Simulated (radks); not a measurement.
Tm+, configuration [Xe] 4f12 6s2 (not the ground configuration).

Method: scalar-relativistic Kohn-Sham, PBE, spin-unpolarised, spherical densities, point nucleus; computed with a radial shooting solver on a logarithmic mesh with Libxc functionals.

Energy parts (eV):
total: -369179.22
kinetic: 401337.55
electron-nucleus: -906420.58
Hartree: 143645.24
exchange-correlation: -7741.43

Orbitals (lengths in bohr, moments of r in powers of bohr):
1s: occ. 2; eigenvalue (eV) -59307.44; <r^2> 0.0005483
2s: occ. 2; eigenvalue (eV) -10019.45; <r^2> 0.008514
2p: occ. 6; eigenvalue (eV) -8847.483; <r^2> 0.006945
3s: occ. 2; eigenvalue (eV) -2264.964; <r^2> 0.05579
3p: occ. 6; eigenvalue (eV) -1910.155; <r^2> 0.05626
3d: occ. 10; eigenvalue (eV) -1472.405; <r^2> 0.04687
4s: occ. 2; eigenvalue (eV) -459.3908; <r^2> 0.2793
4p: occ. 6; eigenvalue (eV) -342.7103; <r^2> 0.3170
4d: occ. 10; eigenvalue (eV) -187.8160; <r^2> 0.3772
4f: occ. 12; eigenvalue (eV) -18.3979; <r^2> 0.7496
5s: occ. 2; eigenvalue (eV) -66.5408; <r^2> 1.648
5p: occ. 6; eigenvalue (eV) -39.1004; <r^2> 2.311
6s: occ. 2; eigenvalue (eV) -10.8082; <r^2> 12.54

The highest occupied level is 6s at -10.808 eV. The density falls to 0.001 e/bohr^3 at r = 4.69 bohr.
